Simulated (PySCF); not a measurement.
C₂H₅ClOSi₂, SMILES O[Si@@H]1[SiH2]C=C1Cl.

The structure is a stationary point at B3LYP-D3(BJ)/def2-SVP. The structure was generated by enumeration; whether it is a known compound was not checked. The values are those of a single conformer.

Calculation: PySCF with PBE/def2-TZVP.

The molecule is in vacuum.

The total energy comes out as -1193.07255 hartree and the highest occupied level is -6.41 eV. The lowest empty level is -2.10 eV. The orbital gap comes out as 4.31 eV. The dipole moment is 1.69 D and the quadrupole, principal values (traceless, Buckingham form, about the centre of nuclear charge) is -3.11, -2.60, 5.71 D·Å. The mean static polarisability is 95.3 bohr³ (14.12 Å³). The polarisability, principal values is 69.9, 92.9, 123.1 bohr³.
